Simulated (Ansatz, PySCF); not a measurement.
Gas-phase reaction (SMILES): FB(F)Br [bromo(difluoro)borane] + F (HF) -> FB(F)F [trifluoroborane] + Br (HBr); hydrogen fluoride cleaves one B-Br bond, a model of a ligand-exchange step.

Geometries: B3LYP-D3(BJ)/def2-TZVP minima from Ansatz (a quantum-chemistry and plane-wave program). Correlated levels leave the core frozen unless marked. No spin-orbit coupling. Frozen are the shells of the preceding noble gas and the d and f shells that filled before the atom's block. Non-relativistic. CBS marks a two-point X^-3 extrapolation of the correlation energy; Hartree-Fock from the larger set. Thermal terms are rigid-rotor harmonic-oscillator values from B3LYP-D3(BJ) frequencies (Ansatz or PySCF) at 298.15 K and 1 atm. 1 Eh = 627.5095 kcal/mol.

```tsv
species	E, CCSD(T)/CBS(cc-pVTZ,cc-pVQZ) (Ansatz) (Eh)	E, r2SCAN-D4/def2-TZVPD (Ansatz + dftd4) (Eh)	H - E (Eh)	G - E (Eh)
FB(F)Br	-2797.21046	-2798.83933	0.01510	-0.01756
F (HF)	-100.39146	-100.44728	0.01259	-0.00713
FB(F)F	-324.34859	-324.57396	0.01684	-0.01208
Br (HBr)	-2573.28320	-2574.74145	0.00927	-0.01328
```

Problem. Work out ΔE and ΔH, ΔG, ΔS and the equilibrium constant at 298.15 K at the first level, then ΔH at the second.

Solution. 
1. ΔE = [(-324.34859) + (-2573.28320)] - [(-2797.21046) + (-100.39146)] = -0.02987 Eh = -18.7 kcal/mol at CCSD(T)/CBS(cc-pVTZ,cc-pVQZ).
2. The terms H - E add up to -0.00158 Eh, so ΔH = (-0.02987 + (-0.00158))×627.5095 = -19.7 kcal/mol.
3. The terms G - E add up to -0.00067 Eh, so ΔG = -19.2 kcal/mol, and ΔS = (-0.00158 - (-0.00067))×627509.5/298.15 = -1.9 cal/(mol K).
4. log10 K = -ΔG/(RT ln 10) = 14.1, with RT ln 10 = 1.3642 kcal/mol.
5. At r2SCAN-D4/def2-TZVPD the same steps give ΔE = -18.1 and ΔH = -19.1 kcal/mol, a shift of +0.6 from the first level.
6. These values are not checked against measurement here, since the tables used lack a sound gas-phase enthalpy of formation for at least one species.
